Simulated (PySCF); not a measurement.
# Reading the logs of faulty runs: BGeH5NSi

Calculated results; nothing here was measured. The program is PySCF 2.14.0, an open-source quantum chemistry code, run on an isolated molecule that a program drew, which may never have been made. The molecule is BGeH5NSi (charge 0, doublet), drawn as the SMILES string `[BH][SiH]=[N][GeH3]`.

Each row is a Hartree-Fock (HF) and frozen-core CCSD(T) single point in the cc-pV(D+d)Z basis, meant for a local HF minimum. Run 1 is clean. Each other run has one planted mistake out of seven kinds, and not every kind appears here: one electron removed, one electron added, multiplicity raised by two, geometry at a saddle point, minimal basis STO-3G, one bond length entered in bohr, all coordinates scaled. The reference is restricted for singlets and unrestricted otherwise, and also for a bond in bohr. Adding or removing an electron swaps singlet and doublet. Electrons count all cores. HOMO and LUMO are orbital energies over both spins, the gradient is its largest component, and the lowest frequency (negative if imaginary) is given only where the gradient is small. Bond lengths are over the 8 bonds as drawn. T1 is the CCSD diagnostic: over 0.02 (restricted) or 0.045 (unrestricted) a single reference is doubtful. Germanium has the cc-pVDZ-PP basis, with a core potential (ECP10MDF) in place of its 10 inner electrons, and its 3s, 3p and 3d shells are frozen in CCSD(T).

Geometry of the clean run:
```xyz
9
BGeH5NSi, angstrom
B     1.3464   -1.7387    2.4234
Si    0.6877   -2.1692    0.6337
N    -0.0896   -1.2177   -0.3538
Ge   -0.6662    0.4944   -0.5296
H     2.1050   -1.3724    3.2561
H     0.9065   -3.5931    0.3153
H    -0.3119    1.3610    0.6975
H    -0.0154    1.1241   -1.7662
H    -2.1897    0.4980   -0.6973
```

| run | electrons | basis functions | <S^2> | HOMO (eV) | LUMO (eV) | gradient (hartree/bohr) | lowest frequency (cm^-1) | mean bond (Å) | longest bond (Å) | T1 | HF (hartree) | CCSD(T) (hartree) | mistake |
|---|---|---|---|---|---|---|---|---|---|---|---|---|---|
| 1 | 63 | 99 | 0.815 | -9.13 | 0.46 | 5.7e-06 | 61 | 1.5769 | 1.955 | 0.0243 | -664.24830 | -664.72962 | no fault |
| 2 | 63 | 99 | 3.793 | -7.26 | 0.03 | 1.0e-01 | - | 1.5769 | 1.955 | 0.0319 | -664.19575 | -664.65095 | multiplicity raised by two |
| 3 | 64 | 99 | 0.000 | -1.14 | 6.58 | 6.2e-02 | - | 1.5769 | 1.955 | 0.0197 | -664.24785 | -664.76263 | ? |
| 4 | 62 | 99 | 0.000 | -14.79 | -6.91 | 5.3e-02 | - | 1.5769 | 1.955 | 0.0366 | -663.95361 | -664.44227 | ? |

**Which mistake was planted in run 3, and what did it cost?**

It counts 64 electrons, one more than the clean run, at the same geometry and basis. So the mistake is: one electron added. Subtracting run 1 and multiplying by 627.51 kcal/mol a hartree, the energy moved by 0.3 kcal/mol in HF and -20.7 kcal/mol in CCSD(T).

**Which mistake was planted in run 4, and what did it cost?**

It counts 62 electrons, one fewer than the clean run, at the same geometry and basis. So the mistake is: one electron removed. Subtracting run 1 and multiplying by 627.51 kcal/mol a hartree, the energy moved by 184.9 kcal/mol in HF and 180.3 kcal/mol in CCSD(T).

Cautions from the logs. Run 4: T1 is over the limit, so its CCSD(T) energy is less reliable.
